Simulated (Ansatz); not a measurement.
Basis-set extrapolation for C2H4OSSi (`O[SiH]1C=C1S`) (PBE0-D4/def2-TZVP geometry, frozen core, the Gaussian-basis code of Ansatz). Multiplicity 1, RHF reference.

|  | def2-TZVPP | def2-QZVPP |
| --- | --- | --- |
| HF | -839.466968 | -839.494369 |
| MP2 correlation | -0.840242 | -0.904602 |
| CCSD(T) correlation | -0.915863 | not run |

Energies in hartree. Use E(X) = E(∞) + A·exp(−7.88·√X) for Hartree–Fock and E(X) = E(∞) + B·X^(−2.97) for correlation, with X = 3 and 4, and add CCSD(T) minus MP2 of the smaller set to the MP2 limit.

Question: What is the CCSD(T) energy at the basis-set limit?

Answer: HF limit: -839.494369 + (-0.027401) × 0.13774 = -839.49814. MP2 limit: -0.904602 + (-0.064360) × 0.74074 = -0.95228. Higher-order term: -0.915863 − (-0.840242) = -0.07562. Total: -840.52604 hartree, 376.0 kJ/mol below CCSD(T)/def2-TZVPP.
